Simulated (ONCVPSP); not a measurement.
Before and after: ONCV potential for sulfur (S)

```json
{
 "Element": "sulfur (S)",
 "Generator": "ONCVPSP 4.0.1",
 "Type": "optimised norm-conserving Vanderbilt (ONCV)",
 "Functional": "PBE",
 "Relativity": "scalar-relativistic",
 "Frozen core": "[He]",
 "Valence charge": "14",
 "Reference configuration": "2s2 2p6 3s2 3p3.75 (charge +0.25)",
 "Partial waves": "2s+3s: rc 0.65 bohr, ncon 5, nbas 10, qcut 21.1 1/bohr, 2 projectors; 2p+3p: rc 0.65 bohr, ncon 3, nbas 6, qcut 18.2 1/bohr, 3 projectors, debl 1.2 Ha; d scattering state at 0.11 Ha: rc 0.60 bohr, ncon 5, nbas 9, qcut 18.2 1/bohr, 3 projectors, debl 3.4 Ha",
 "Local potential": "polynomial inside 0.45 bohr (lpopt 5, dvloc0 1 Ha)",
 "Core correction": "none"
}
```

All-electron outer shells of the reference configuration (PBE, scalar-relativistic, ld1.x):

```csv
shell,level (eV),outermost node (bohr),outermost maximum (bohr)
1s,-2408.68,–,0.06
2s,-214.41,0.13,0.39
2p,-159.21,–,0.33
3s,-19.69,0.60,1.40
3p,-9.30,0.58,1.59
```

Change: s: qcut 12.4.

Cutoffs: the cutoffs (Ha) at which the residual kinetic energy of the hardest occupied pseudo-wave falls to 1 and 0.1 mHa per electron; they do not see the model core or the augmentation charge, which bear on the density cutoff. Errors are all-electron minus pseudo energies relative to the spin-unpolarised reference configuration.

Predict the effect on cutoff, ghosts and configuration errors.

The potential gets harder (155 Ha and 185 Ha → 265 Ha and 670 Ha); both files keep a bound ghost (d); the errors of the 4 common tests hardly move.

```csv
quantity,base,changed
"cutoff, loose",155 Ha,265 Ha
"cutoff, tight",185 Ha,670 Ha
loose cutoff by channel,"s 155 Ha, p 147 Ha","s 265 Ha, p 147 Ha"
bound ghosts,d,d
GHOST(+) flags under 300 eV,none,none
"error for 2s2 2p6 3s2 3p4, meV [ΔE -2.04 eV]",-0.1,-0.1
"error for 2s2 2p6 3s2 3p3, meV [ΔE 9.73 eV]",+0.6,+0.6
"error for 2s2 2p6 3s2 3p2, meV [ΔE 32.02 eV]",+2.5,+2.8
"error for 2s2 2p6 3s1 3p5, meV [ΔE 8.27 eV]",+0.7,+0.9
s: phases at 0.66 bohr within 0.05 rad from the reference energy up to (Ha; the scan ends near 5),to the end of the scan,to the end of the scan
p: phases at 0.66 bohr within 0.05 rad from the reference energy up to (Ha; the scan ends near 5),to the end of the scan,to the end of the scan
d: phases at 0.61 bohr within 0.05 rad from the reference energy up to (Ha; the scan ends near 5),to the end of the scan,to the end of the scan
```

 A true bound ghost makes a file unfit for plane-wave use even where its test errors are small: the radial tests pick states by their node count and pass the ghost by.
